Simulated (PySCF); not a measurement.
The numbers are results of B3LYP-D3(BJ)/def2-TZVP (PySCF), not measurements. Isolated molecules, 0 K electronic values unless said otherwise. One relaxed conformer stands for a flexible species; it need not be the lowest. B3LYP has the VWN-RPA correlation part, as in Gaussian. Delta-SCF ions had no search for a lower state. 

Reference species (SMILES): `[OH][Sn]([OH])([F])[F]` (H–O–Sn–F torsion -96°, F–Sn–O–H torsion 20°) (neutral, multiplicity 1).

The HOMO comes out as -9.75 eV. The vertical ionisation energy (Delta-SCF) comes out as 12.23 eV.

Changed species: `[OH][Sn]([OH])([OH])[F]` (3 of 4 F replaced by OH; the reference has 2 of 4 F replaced by OH).

**Question.** Predict the effect on the HOMO and vertical ionisation energy (Delta-SCF).

**Answer.** the HOMO rises by 0.46 eV, to -9.29 eV; the vertical ionisation energy (Delta-SCF) drops by 0.61 eV, to 11.62 eV.
